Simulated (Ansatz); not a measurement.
```xyz
9

O    -0.205   -1.477   -1.299
Si    0.527   -0.690   -0.056
B    -0.349    0.117    1.404
C    -0.573    1.024    0.256
H     0.277   -1.516   -2.127
H     1.988   -0.653   -0.345
H    -0.125    0.365    2.543
H    -0.993    0.720   -0.710
H    -0.547    2.110    0.334
```

Charge 0, multiplicity 1.

Question: List the r2SCAN/def2-TZVPP orbital energies in eV (Ansatz 0.2.0). (An estimate is asked.)

Answer: Computed: Occupied: -1791.86, -516.36, -272.91, -179.87, -142.21, -97.15, -97.07, -96.97, -26.93, -18.63, -14.47, -12.79, -11.56, -11.20, -9.35, -9.05, -8.77, -6.95, -5.96. Lowest empty: -1.95, -0.50, 0.53, 1.08, 1.91, 2.16, 2.72, 3.19.
